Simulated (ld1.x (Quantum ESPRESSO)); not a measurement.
**What one change does to a pseudopotential (Ni (Z = 28), TM)**

ld1.x (Quantum ESPRESSO) 7.5 input, shortened:

```
&input
   title='Ni', zed=28., rel=1, dft='PW91', iswitch=3,
   config='[Ar] 3d9 4s1 4p0'
 /
 &inputp
   pseudotype=2, tm=.true., lloc=1,
   nlcc=.true., new_core_ps=.true., rcore=1.05
 /
3
4S  1  0   1.00   0.00  2.20  2.20  0.0
3D  3  2   9.00   0.00  1.20  1.20  0.0
3P  2  1   6.00   0.00  1.15  1.15  0.0
 &test
   configts(1)='3p6 3d9 4s1 4p0'
 /
```

Change: wave 3p (bound): rc 1.15 bohr becomes 3p (bound): rc 0.82 bohr.

Cutoffs: the cutoffs (Ry, on a coarse ladder) from which the occupation-weighted sum of valence levels, in a spherical-Bessel basis at the reference potential, stays within 10 and 1 mRy of its value at 400 Ry; they do not see the model core or the augmentation charge, which bear on the density cutoff. Errors are all-electron minus pseudo energies relative to the spin-unpolarised reference configuration.

**Question.** What does the change do?

**Answer.** The potential gets neither clearly harder nor softer (160 Ry and 300 Ry → 180 Ry and 300 Ry); both files keep a bound ghost (s); of the 7 tests that both files solve, the error grows in 3 and shrinks in 3 by more than 15 % and 0.3 meV (median size 41.2 → 20.0 meV).

| quantity | base | changed |
| --- | --- | --- |
| cutoff, loose | 160 Ry | 180 Ry |
| cutoff, tight | 300 Ry | 300 Ry |
| loose cutoff by channel (10 mRy a level) | s 6 Ry, d 140 Ry, p 70 Ry | s 12 Ry, d 140 Ry, p 110 Ry |
| bound ghosts | s | s |
| error for 3p6 3d8 4s2 4p0, meV [ΔE 1.61 eV] | -41 | -44 |
| error for 3p6 3d8 4s1 4p0, meV [ΔE 11.01 eV] | -11 | -14 |
| error for 3p6 3d8 4s0 4p0, meV [ΔE 28.42 eV] | +1.9 | +1.0 |
| error for 3p6 3d7 4s0 4p0, meV [ΔE 65.99 eV] | -6.7 | -15 |
| error for 3p6 3d8 4s0 4p2, meV [ΔE 11.17 eV] | +61 | +26 |
| error for 3p6 3d8 4s0 4p1, meV [ΔE 16.72 eV] | +46 | +20 |
| error for 3p6 3d7 4s2 4p0, meV [ΔE 17.83 eV] | -154 | -180 |
| s: phases at 2.40 bohr within 0.05 rad from the reference energy up to (Ry; the scan ends near 5) | 3.5 | n/a |
| p: phases at 2.40 bohr within 0.05 rad from the reference energy up to (Ry; the scan ends near 5) | to the end of the scan | to the end of the scan |
| d: phases at 2.40 bohr within 0.05 rad from the reference energy up to (Ry; the scan ends near 5) | to the end of the scan | to the end of the scan |

 A true bound ghost makes a file unfit for plane-wave use even where its test errors are small: the radial tests pick states by their node count and pass the ghost by.
